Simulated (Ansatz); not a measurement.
Cost and result for the atomization energy of F2GaI (`[F][Ga]([F])[I]`) (4 atoms, 3 bonds).

Charge 0, multiplicity 1. Correlated methods include outer-core shells of Ga, I, which these sets cover unevenly. Scalar relativity is left out up to krypton. I takes the def2 core potential. All single points use the PBE0-D4/def2-TZVP geometry. Program: Ansatz. All runs use 4 threads of an Arm Neoverse V2 on a shared host. Times are those of one run each, without the atoms' runs, and a repeat can differ threefold. Electronic energies, without spin–orbit coupling; frozen cores. CCSD(T)/CBS adds CCSD(T) − MP2 in def2-TZVPP to the MP2 limit, and its time is that of the two runs behind it. T1 = 0.013. With those shells the extrapolation isn't a true limit. B3LYP takes the VWN-RPA correlation (the form of Gaussian; ORCA's B3LYP/G).

CCSD(T)/CBS is a level of theory with its own doubt, some kJ/mol a heavy atom from the limit and from the frozen cores, so smaller differences don't rank the functionals.

| level | functions | wall time | atomization (kJ/mol) | difference from CCSD(T)/CBS | per bond |
| --- | --- | --- | --- | --- | --- |
| LDA (SPW92)/def2-TZVPP | 160 | 0.65 s | 1439.2 | 208.2 | 69.4 |
| BLYP-D4/def2-TZVPP | 160 | 1.1 s | 1190.8 | -40.2 | -13.4 |
| PBE-D4/def2-TZVPP (with forces) | 160 | 1.1 s | 1241.4 | 10.4 | 3.5 |
| PBE0-D4/def2-TZVPP | 160 | 1.5 s | 1193.7 | -37.3 | -12.4 |
| CCSD(T)/def2-SVP | 86 | 1.7 s | 1142.3 | -88.7 | -29.6 |
| BHLYP-D4/def2-TZVPP | 160 | 1.8 s | 1120.5 | -110.5 | -36.9 |
| CAM-B3LYP-D4/def2-TZVPP | 160 | 1.8 s | 1197.5 | -33.5 | -11.2 |
| B3LYP-D4/def2-TZVPP (with forces) | 160 | 2 s | 1175.1 | -55.9 | -18.6 |
| RPA@PBE/def2-TZVPP | 160 | 2.7 s | 1073.8 | -157.2 | -52.4 |
| PBE-QIDH/def2-TZVPP | 160 | 2.7 s | 1214.4 | -16.6 | -5.6 |
| MP2/def2-QZVPP | 285 | 6.5 s | 1308.1 | 77.1 | 25.7 |
| CCSD(T)/def2-TZVPP | 160 | 16 s | 1198.5 | -32.5 | -10.8 |
| CCSD(T)/CBS(def2) | – | 22 s | 1231.0 | 0.0 | 0.0 |

The D4 term adds +15.6 kJ/mol with B3LYP and +8.1 kJ/mol with PBE0; it sums over pairs of atoms, weighted by their polarisabilities, and B3LYP, whose exchange is more repulsive, gets the larger term. From PBE to PBE0 (25 % exact exchange), in def2-TZVPP and without D4, the atomization energy moves by −46.4 kJ/mol: exact exchange takes away binding that semilocal exchange gives to molecules. Leaving LDA and LC-ωPBE aside and taking each functional with its dispersion term where it has one, the values spread over 120.9 kJ/mol, from BHLYP-D4 to PBE-D4. LDA lies +207.3 kJ/mol from PBE without D4, its usual overbinding.

Spin–orbit coupling would lower the free I atoms strongly, and the atomization energy with them, by more than many differences here.
